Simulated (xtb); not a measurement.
C$_{2}$H$_{7}$Al, triplet, at a GFN2-xTB geometry (such geometries of metal compounds can be far from the true shape) (a higher spin typed on purpose: for a closed-shell molecule this is an excited state); xtb with GFN1-xTB.

The xtb input:
```
$ xtb mol.xyz --gfn 1 --uhf 2 --json

# file mol.xyz
10

Al     0.40958518    -0.18314137    -0.80511561
C     -0.58097621    -1.24208483     0.75109971
H     -0.37697706    -2.26541523     0.44622273
H     -1.64939540    -1.04926874     0.74868397
H     -0.15066413    -1.05098784     1.72869272
C     -0.15699471     1.51820863     0.33890127
H      0.32500173     2.30475461    -0.23624706
H      0.24065338     1.49664967     1.34825049
H     -1.23395162     1.65544067     0.34478597
H      1.94855128    -0.36707805    -0.45389173
```

Output, abridged:

```
   ID    Z sym.   atoms
    1   13 Al     1
    2    6 C      2, 6
    3    1 H      3-5, 7-10

           -------------------------------------------------
          |                Calculation Setup                |
           -------------------------------------------------

           -------------------------------------------------
          |                 G F N 1 - x T B                 |
           -------------------------------------------------

          ...................................................
          :                      SETUP                      :
          :.................................................:
          :  # basis functions                  32          :
          :  # atomic orbitals                  31          :
          :  # shells                           21          :
          :  # electrons                        18          :
          :  # halogen bonds                     0          :
          :  max. iterations                   250          :
          :  Hamiltonian                  GFN1-xTB          :
          :  restarted?                      false          :
          :  GBSA solvation                  false          :
          :  PC potential                    false          :
          :  electronic temp.          300.0000000     K    :
          :  accuracy                    1.0000000          :
          :  -> integral cutoff          0.2500000E+02      :
          :  -> integral neglect         0.1000000E-07      :
          :  -> SCF convergence          0.1000000E-05 Eh   :
          :  -> wf. convergence          0.2000000E-04 e    :
          :  Broyden damping             0.4000000          :
          :  net charge                          0          :
          :  unpaired electrons                  2          :
          ...................................................

 iter      E             dE          RMSdq      gap      omega  full diag
   1     -9.2010215 -0.920102E+01  0.654E+00    5.48       0.0  T
   2     -9.2326932 -0.316717E-01  0.409E+00    4.96       1.0  T
   3     -9.2329521 -0.258831E-03  0.609E-01    4.97       1.0  T
   4     -9.2334004 -0.448327E-03  0.546E-02    5.05       1.0  T
   5     -9.2334135 -0.130867E-04  0.142E-02    5.02       2.2  T
   6     -9.2334140 -0.469111E-06  0.282E-03    5.01      11.2  T
   7     -9.2334140 -0.455587E-07  0.282E-04    5.01     112.1  T
   8     -9.2334140 -0.173998E-09  0.113E-04    5.01     280.1  T
   9     -9.2334140 -0.271605E-10  0.355E-05    5.01     891.0  T

   *** convergence criteria satisfied after 9 iterations ***

 transition dipole moment (au) for excitation:           9          10
     X       Y       Z
  -0.1281  -0.8339   0.1245  total (au/Debye):    0.853   2.168
 dE (eV)             :    1.961
 oscillator strength :  0.49407E-01

         :::::::::::::::::::::::::::::::::::::::::::::::::::::
         ::                     SUMMARY                     ::
         :::::::::::::::::::::::::::::::::::::::::::::::::::::
         :: total energy              -9.124319438948 Eh    ::
         :: gradient norm              0.039696956841 Eh/a0 ::
         :: HOMO-LUMO gap              5.013891364870 eV    ::
         ::.................................................::
         :: SCC energy                -9.233413997343 Eh    ::
         :: -> electrostatic           0.004947107097 Eh    ::
         :: repulsion energy           0.111538756686 Eh    ::
         :: dispersion energy         -0.002444198291 Eh    ::
         :: halogen bond corr.         0.000000000000 Eh    ::
         :: add. restraining           0.000000000000 Eh    ::
         :: total charge               0.000000000000 e     ::
         :::::::::::::::::::::::::::::::::::::::::::::::::::::

           -------------------------------------------------
          |                Property Printout                |
           -------------------------------------------------

    * Orbital Energies and Occupations

         #    Occupation            Energy/Eh            Energy/eV
      -------------------------------------------------------------
         1        2.0000           -0.6240706             -16.9818
         2        2.0000           -0.6191344             -16.8475
         3        2.0000           -0.5262833             -14.3209
         4        2.0000           -0.5248016             -14.2806
         5        2.0000           -0.5134117             -13.9706
         6        2.0000           -0.5111074             -13.9079
         7        2.0000           -0.5039800             -13.7140
         8        2.0000           -0.4141046             -11.2684
         9        1.0000           -0.3871954             -10.5361
        10        1.0000           -0.3151471              -8.5756 (HOMO)
        11                         -0.1308900              -3.5617 (LUMO)
        12                         -0.1298092              -3.5323
        13                         -0.1152055              -3.1349
        14                         -0.1102666              -3.0005
        15                         -0.0879365              -2.3929
        16                         -0.0788307              -2.1451
        17                         -0.0562929              -1.5318
        18                         -0.0190007              -0.5170
        19                          0.0005506               0.0150
        20                          0.0346028               0.9416
        21                          0.0909748               2.4756
       ...                                ...                  ...
        31                          0.9090182              24.7356
      -------------------------------------------------------------
                  HL-Gap            0.1842571 Eh            5.0139 eV
             Fermi-level           -0.3118343 Eh           -8.4854 eV

  Mulliken/CM5 charges         n(s)   n(p)   n(d)
     1Al    0.17426  0.03086   1.562  1.058  0.206
     2C    -0.14443 -0.27075   1.043  3.101  0.000
     3H     0.05478  0.10966   0.945  0.000  0.000
     4H     0.04143  0.09456   0.959  0.000  0.000
     5H     0.05260  0.10573   0.947  0.000  0.000
     6C    -0.14443 -0.27075   1.043  3.101  0.000
     7H     0.05478  0.10966   0.945  0.000  0.000
     8H     0.05260  0.10573   0.947  0.000  0.000
     9H     0.04143  0.09456   0.959  0.000  0.000
    10H    -0.18301 -0.10926   1.183  0.000  0.000

Wiberg/Mayer (AO) data.
largest (>0.10) Wiberg bond orders for each atom

 ---------------------------------------------------------------------------
     #   Z sym  total        # sym  WBO       # sym  WBO       # sym  WBO
 ---------------------------------------------------------------------------
     1  13 Al   2.305 --    10 H    0.847     2 C    0.602     6 C    0.602
     2   6 C    3.685 --     4 H    0.959     5 H    0.952     3 H    0.934
                             1 Al   0.602     6 C    0.181
     3   1 H    1.004 --     2 C    0.934
     4   1 H    1.001 --     2 C    0.959
     5   1 H    0.999 --     2 C    0.952
     6   6 C    3.685 --     9 H    0.959     8 H    0.952     7 H    0.934
                             1 Al   0.602     2 C    0.181
     7   1 H    1.004 --     6 C    0.934
     8   1 H    0.999 --     6 C    0.952
     9   1 H    1.001 --     6 C    0.959
    10   1 H    0.947 --     1 Al   0.847
 ---------------------------------------------------------------------------

Topologies differ in total number of bonds
Writing topology from bond orders to xtbtopo.mol

 dipole moment from electron density (au)
     X       Y       Z
  -0.8962   0.1469   0.0617  total (Debye):    2.314

           -------------------------------------------------
          | TOTAL ENERGY               -9.124319438948 Eh   |
          | GRADIENT NORM               0.039696956841 Eh/α |
          | HOMO-LUMO GAP               5.013891364870 eV   |
           -------------------------------------------------

normal termination of xtb
```
